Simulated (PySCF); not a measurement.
# Vibration and rotation of DyC

ROHF-MP2 constants of DyC, septet, about 9.7 electrons in the 4f shell (Mulliken), real f orbitals that mix terms (basis Dy x2c-SVPall, C x2c-SVPall; spin-free X2C with a Gaussian nucleus; PySCF 2.14; masses 163.9292 and 12.0000 u):

- ωe: 520.0 cm⁻¹
- ωexe: 6.42 cm⁻¹
- Be: 0.30023 cm⁻¹
- αe: 0.00300 cm⁻¹

**Question.** What force constant and bond length do these constants imply?

**Answer.** Reduced mass μred = 11.181 u; k = 5.8918×10⁻⁷·μred·ωe² (u, cm⁻¹, mdyn/Å) = 1.78 mdyn/Å; Re = √(16.8576/(μred·Be)) (u, cm⁻¹, Å) = 2.241 Å.

**Question.** Estimate the centrifugal constant D from the Kratzer relation and find the Dunham coefficient a1.

**Answer.** D = 4Be³/ωe² = 4e-07 cm⁻¹; a1 = −1 − αeωe/(6Be²) = -3.88.

Correlated steps freeze 19 core orbitals. These are scalar-relativistic numbers at best; spin–orbit coupling would shift them, the dissociation energy most. The state is the lowest single determinant that the PBE0 search found; with open d or f shells the true ground state can be another one.
